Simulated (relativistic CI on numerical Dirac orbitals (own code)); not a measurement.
## Rh⁷⁺: 4s photoemission

Computed with this model: Dirac-Coulomb-Breit CI, orbitals from a KLI potential per configuration, model QED, multiplet model of photoemission in the sudden approximation, unscaled Slater integrals; configurations [Kr] 4d2 → [Ar] 3d10 4s 4p6 4d2; 80 K; Lorentzian 2.8 eV and Gaussian 0.6 eV FWHM. Energies are those of the free ion, without screening or charge transfer. The energies are binding energies and can lie tens of eV above those of solids. Without intra-shell correlation the exchange splitting of an s hole comes out too large, often by half or more. S is read from ⟨S²⟩ = S(S + 1).

Computed curve for free ion, scaled to 100 at the maximum (points under 2 are left out and the grid is thinned):

```json
{"Energy (eV)": "195.6", "Intensity": "2.1"}
{"Energy (eV)": "196.4", "Intensity": "2.5"}
{"Energy (eV)": "196.8", "Intensity": "2.7"}
{"Energy (eV)": "197.6", "Intensity": "3.2"}
{"Energy (eV)": "198.4", "Intensity": "3.8"}
{"Energy (eV)": "198.8", "Intensity": "4.2"}
{"Energy (eV)": "199.6", "Intensity": "5.2"}
{"Energy (eV)": "200.0", "Intensity": "5.9"}
{"Energy (eV)": "200.8", "Intensity": "7.6"}
{"Energy (eV)": "201.6", "Intensity": "10.2"}
{"Energy (eV)": "202.0", "Intensity": "12.1"}
{"Energy (eV)": "202.8", "Intensity": "17.6"}
{"Energy (eV)": "203.6", "Intensity": "27.6"}
{"Energy (eV)": "204.0", "Intensity": "35.6"}
{"Energy (eV)": "204.8", "Intensity": "61.3"}
{"Energy (eV)": "205.6", "Intensity": "93.7"}
{"Energy (eV)": "206.0", "Intensity": "100.0"}
{"Energy (eV)": "206.8", "Intensity": "78.6"}
{"Energy (eV)": "207.6", "Intensity": "48.2"}
{"Energy (eV)": "208.0", "Intensity": "38.1"}
{"Energy (eV)": "208.8", "Intensity": "26.5"}
{"Energy (eV)": "209.2", "Intensity": "23.7"}
{"Energy (eV)": "210.0", "Intensity": "22.3"}
{"Energy (eV)": "210.8", "Intensity": "24.6"}
{"Energy (eV)": "211.2", "Intensity": "27.0"}
{"Energy (eV)": "212.0", "Intensity": "36.2"}
{"Energy (eV)": "212.8", "Intensity": "46.4"}
{"Energy (eV)": "213.2", "Intensity": "45.5"}
{"Energy (eV)": "214.0", "Intensity": "32.0"}
{"Energy (eV)": "214.8", "Intensity": "19.3"}
{"Energy (eV)": "215.2", "Intensity": "15.2"}
{"Energy (eV)": "216.0", "Intensity": "10.0"}
{"Energy (eV)": "216.8", "Intensity": "7.0"}
{"Energy (eV)": "217.2", "Intensity": "6.1"}
{"Energy (eV)": "218.0", "Intensity": "4.6"}
{"Energy (eV)": "218.4", "Intensity": "4.1"}
{"Energy (eV)": "219.2", "Intensity": "3.3"}
{"Energy (eV)": "220.0", "Intensity": "2.7"}
{"Energy (eV)": "220.4", "Intensity": "2.5"}
{"Energy (eV)": "221.2", "Intensity": "2.1"}
```

The ground state has S = 0.98, and the centroid lies at 208.14 eV.
